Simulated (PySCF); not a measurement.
H3O4Si, SMILES [O][Si](O)(O)O (connectivity only; charge and spin as stated), charge -1, multiplicity 1.

Geometry optimised at B3LYP-D3(BJ)/def2-SVPD. The multiplicity is an assumed one; other spin states were not compared. The isomer is the one that the SMILES or the coordinates give; other isomers of the formula were not compared. The values are those of a single conformer.

Method: SMD-PBE0/def2-SVPD in PySCF.

Solvation free energies are E(SMD) − E(gas) at the gas-phase geometry, for 1 M in both phases.

### Question
Rank water, diethylether, n-hexane by solvation free energy, most negative first.

### Answer
water (-75.7 kcal/mol), diethylether (-45.3 kcal/mol), n-hexane (-27.2 kcal/mol)
